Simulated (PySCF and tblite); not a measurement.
The numbers below are computed, except where a source is named.
System: C₄H₇NO₂, numbered as in [CH3:1][O:2]/[CH:3]=[CH:4]/[NH:5][CH:6]=[O:7].

For the rotation about the C4–N5 bond (torsion C3–C4–N5–C6 from -180° to 0°, rising): electronic barrier 2.97 kcal/mol, zero-point change -0.54 kcal/mol, thermal and entropy terms at 400 K a further 0.64 kcal/mol (symmetry numbers apart). The minimum is Cs, the saddle C1. Level: BHandHLYP/pcSseg-1 + D3(BJ) on B3LYP-D3(BJ)/def2-SVP stationary points, with GFN2-xTB thermal terms. Rates follow Eyring's equation with the number of equivalent paths and no tunnelling. Run with tblite and PySCF.

**Question.** How many equivalent paths lead out of the minimum?

**Answer.** 2: the symmetry number of the minimum is 1, that of the saddle displaced along its mode 1, and the displaced saddle is chiral while the minimum is not, which doubles the count.

**Question.** Work out the rate at 400 K.

**Answer.** ΔG‡ = 3.07 kcal/mol; k_B T/h = 8.3×10¹² s⁻¹; exp(−ΔG‡/RT) = 0.021; times 2 gives k = 3.5×10¹¹ s⁻¹. Wigner's tunnelling factor for the 101i cm⁻¹ mode would be 1.00.
